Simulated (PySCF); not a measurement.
Br$_{2}$Hg (SMILES [Br][Hg][Br]), singlet, geometry from GFN2-xTB (such geometries of metal compounds can be far from the true shape) (core potentials on Hg); PySCF with DF-BLYP/def2-TZVPD.

The PySCF input:
```python
from pyscf import gto, scf, dft
import numpy

mol = gto.Mole()
mol.atom = '''
    Hg    0.000000    0.000000    0.000000
    Br    0.000000    0.000000    2.423225
    Br   -0.000000   -0.000000   -2.423225
'''
mol.basis = 'def2-tzvpd'
mol.ecp = {'Hg': 'def2-tzvpd'}
mol.charge = 0
mol.spin = 0
mol.verbose = 4
mol.build()
print('smallest overlap eigenvalue', numpy.linalg.eigvalsh(mol.intor('int1e_ovlp'))[0])

mf = dft.RKS(mol)
mf.xc = 'blyp'
mf = mf.density_fit(auxbasis='def2-universal-jkfit')
mf = scf.addons.remove_linear_dep_(mf, threshold=1e-2, lindep=1e-2)
mf.kernel()
mf.analyze()
```

It wrote (shortened):

```
PySCF version 2.14.0

[INPUT] verbose = 4
[INPUT] num. atoms = 3
[INPUT] num. electrons = 90
[INPUT] charge = 0
[INPUT] spin (= nelec alpha-beta = 2S) = 0
[INPUT] symmetry False subgroup None
[INPUT] Mole.unit = angstrom
[INPUT] Symbol           X                Y                Z      unit          X                Y                Z       unit  Magmom
[...]
nuclear repulsion = 439.484215034303
number of shells = 54
number of NR pGTOs = 296
number of NR cGTOs = 160
basis = def2-tzvpd
ecp = {'Hg': 'def2-tzvpd'}
input.py:21: DeprecationWarning: remove_linear_dep_ is deprecated and will be removed in a future release. Linear dependency handling is now built into the SCF procedure by default. Linear dependency removal can be controlled using the following settings:
  pyscf.scf.hf.remove_overlap_zero_eigenvalue = True
  pyscf.scf.hf.overlap_zero_eigenvalue_threshold = 1e-6

  mf = scf.addons.remove_linear_dep_(mf, threshold=1e-2, lindep=1e-2)
smallest overlap eigenvalue 0.0013222318478216602
Applying remove_linear_dep_ on SCF object.
Using canonical orthogonalization with threshold 0.01

******** <class 'pyscf.df.df_jk.DFRKS'> ********
method = DFRKS
initial guess = minao
damping factor = 0
level_shift factor = 0
DIIS = <class 'pyscf.scf.diis.CDIIS'>
diis_start_cycle = 1
diis_space = 8
diis_damp = 0
SCF conv_tol = 1e-09
SCF conv_tol_grad = None
SCF max_cycles = 50
direct_scf = False
XC library pyscf.dft.libxc version 7.1.2
    S. Lehtola, C. Steigemann, M. J. T. Oliveira, and M. A. L. Marques,  SoftwareX 7, 1–5 (2018)
XC functionals = blyp
    A. D. Becke,  Phys. Rev. A 38, 3098 (1988)
    C. Lee, W. Yang, and R. G. Parr,  Phys. Rev. B 37, 785 (1988)
    B. Miehlich, A. Savin, H. Stoll, and H. Preuss,  Chem. Phys. Lett. 157, 200 (1989)
radial grids:
    Treutler-Ahlrichs [JCP 102, 346 (1995); DOI:10.1063/1.469408] (M4) radial grids

becke partition: Becke, JCP 88, 2547 (1988); DOI:10.1063/1.454033
pruning grids: <function nwchem_prune>
grids dens level: 3
symmetrized grids: False
atomic radii adjust function: <function treutler_atomic_radii_adjust>
small_rho_cutoff = 0
Set gradient conv threshold to 3.16228e-05
Initial guess from minao.
tot grids = 64592
init E= -5280.56105856314
[...]
cycle= 1 E= -5300.29792997289  delta_E= -19.7  |g|= 2.78  |ddm|= 12.7

WARN: HOMO 0.0373520334682392 == LUMO 0.0373520334682821

cycle= 2 E= -5268.03030344571  delta_E= 32.3  |g|= 6.09  |ddm|= 11.3
[...]
cycle= 3 E= -5299.86924235382  delta_E= -31.8  |g|= 2.68  |ddm|= 11.4
[...]
cycle= 4 E= -5300.90861064108  delta_E= -1.04  |g|= 1.97  |ddm|= 1.19
[...]
cycle= 5 E= -5301.41142104528  delta_E= -0.503  |g|= 1.39  |ddm|= 2.14
[...]
cycle= 6 E= -5301.87892437761  delta_E= -0.468  |g|= 0.315  |ddm|= 1.47
[...]
cycle= 7 E= -5301.88471805277  delta_E= -0.00579  |g|= 0.239  |ddm|= 0.564
[...]
cycle= 8 E= -5301.89077204606  delta_E= -0.00605  |g|= 0.16  |ddm|= 0.104
[...]
cycle= 9 E= -5301.88845577892  delta_E= 0.00232  |g|= 0.192  |ddm|= 0.0397
[...]
cycle= 10 E= -5301.88839141438  delta_E= 6.44e-05  |g|= 0.195  |ddm|= 0.00558
[...]
cycle= 11 E= -5301.89634782934  delta_E= -0.00796  |g|= 0.0397  |ddm|= 0.18
[...]
cycle= 12 E= -5301.89631952419  delta_E= 2.83e-05  |g|= 0.0411  |ddm|= 0.00813
[...]
cycle= 13 E= -5301.89630386971  delta_E= 1.57e-05  |g|= 0.0419  |ddm|= 0.00573
[...]
cycle= 14 E= -5301.89629445991  delta_E= 9.41e-06  |g|= 0.0427  |ddm|= 0.00168
[...]
cycle= 15 E= -5301.89628559807  delta_E= 8.86e-06  |g|= 0.0431  |ddm|= 0.00825
[...]
cycle= 16 E= -5301.89631488866  delta_E= -2.93e-05  |g|= 0.0423  |ddm|= 0.00994
[...]
cycle= 17 E= -5301.89631865276  delta_E= -3.76e-06  |g|= 0.0419  |ddm|= 0.00344
[...]
cycle= 18 E= -5301.89629039974  delta_E= 2.83e-05  |g|= 0.0433  |ddm|= 0.00474
[...]
cycle= 19 E= -5301.89632250413  delta_E= -3.21e-05  |g|= 0.0418  |ddm|= 0.00403
[...]
cycle= 20 E= -5301.89632393069  delta_E= -1.43e-06  |g|= 0.0415  |ddm|= 0.0014
[...]
cycle= 21 E= -5301.89625441733  delta_E= 6.95e-05  |g|= 0.0427  |ddm|= 0.013
[...]
cycle= 22 E= -5301.89652145566  delta_E= -0.000267  |g|= 0.0183  |ddm|= 0.059
[...]
cycle= 23 E= -5301.89635436862  delta_E= 0.000167  |g|= 0.0399  |ddm|= 0.0462
[...]
cycle= 24 E= -5301.89633988862  delta_E= 1.45e-05  |g|= 0.041  |ddm|= 0.0117
[...]
cycle= 25 E= -5301.89634156294  delta_E= -1.67e-06  |g|= 0.0411  |ddm|= 0.00738
[...]
cycle= 26 E= -5301.89641812168  delta_E= -7.66e-05  |g|= 0.0353  |ddm|= 0.0141
[...]
cycle= 27 E= -5301.89638717882  delta_E= 3.09e-05  |g|= 0.0371  |ddm|= 0.0114
[...]
cycle= 28 E= -5301.89629096345  delta_E= 9.62e-05  |g|= 0.0424  |ddm|= 0.0153
[...]
cycle= 29 E= -5301.89633933216  delta_E= -4.84e-05  |g|= 0.0402  |ddm|= 0.0085
[...]
cycle= 30 E= -5301.89631544172  delta_E= 2.39e-05  |g|= 0.0417  |ddm|= 0.00831
[...]
cycle= 31 E= -5301.89624466979  delta_E= 7.08e-05  |g|= 0.0367  |ddm|= 0.0507
[...]
cycle= 32 E= -5301.89627178072  delta_E= -2.71e-05  |g|= 0.0431  |ddm|= 0.0601
[...]
cycle= 33 E= -5301.89624063545  delta_E= 3.11e-05  |g|= 0.0443  |ddm|= 0.0102
[...]
cycle= 34 E= -5301.8960113763  delta_E= 0.000229  |g|= 0.0493  |ddm|= 0.0243
[...]
cycle= 35 E= -5301.89645456272  delta_E= -0.000443  |g|= 0.03  |ddm|= 0.0552
[...]
cycle= 36 E= -5301.89631927717  delta_E= 0.000135  |g|= 0.0356  |ddm|= 0.0366
[...]
cycle= 37 E= -5301.8963261304  delta_E= -6.85e-06  |g|= 0.0414  |ddm|= 0.045
[...]
cycle= 38 E= -5301.89637251706  delta_E= -4.64e-05  |g|= 0.0388  |ddm|= 0.0071
[...]
cycle= 39 E= -5301.89606170612  delta_E= 0.000311  |g|= 0.0452  |ddm|= 0.0397
[...]
cycle= 40 E= -5301.89631996536  delta_E= -0.000258  |g|= 0.0401  |ddm|= 0.0496
[...]
cycle= 41 E= -5301.89633295613  delta_E= -1.3e-05  |g|= 0.0364  |ddm|= 0.027
[...]
cycle= 42 E= -5301.89634106611  delta_E= -8.11e-06  |g|= 0.0404  |ddm|= 0.0308
[...]
cycle= 43 E= -5301.89623110827  delta_E= 0.00011  |g|= 0.0449  |ddm|= 0.0109
[...]
cycle= 44 E= -5301.89623291671  delta_E= -1.81e-06  |g|= 0.0412  |ddm|= 0.0326
[...]
cycle= 45 E= -5301.89632205055  delta_E= -8.91e-05  |g|= 0.039  |ddm|= 0.0479
[...]
cycle= 46 E= -5301.89628720271  delta_E= 3.48e-05  |g|= 0.041  |ddm|= 0.0348
[...]
cycle= 47 E= -5301.89632785512  delta_E= -4.07e-05  |g|= 0.0411  |ddm|= 0.0122
[...]
cycle= 48 E= -5301.89604434977  delta_E= 0.000284  |g|= 0.0519  |ddm|= 0.0346
[...]
cycle= 49 E= -5301.89631643689  delta_E= -0.000272  |g|= 0.0411  |ddm|= 0.029
[...]
cycle= 50 E= -5301.89581962111  delta_E= 0.000497  |g|= 0.0511  |ddm|= 0.0627
SCF not converged.
SCF energy = -5301.89581962111
**** SCF Summaries ****
Total Energy =                       -5301.895819621106966
Nuclear Repulsion Energy =             439.484215034303475
One-electron Energy =                -8310.016794783421574
Two-electron Energy =                 2568.636760128011247
Two-electron Coulomb Energy =         2765.189428388285251
DFT Exchange-Correlation Energy =     -196.552668260273947
HOMO-LUMO gap [eV] =                     3.524784016929798
**** MO energy ****
[...]
WARN: Weak orthogonality for localized orbitals 1.4124705116331339e-08

Dipole moment(X, Y, Z, Debye): -0.00105,  0.00114,  0.75107
```

Convergence was not reached.
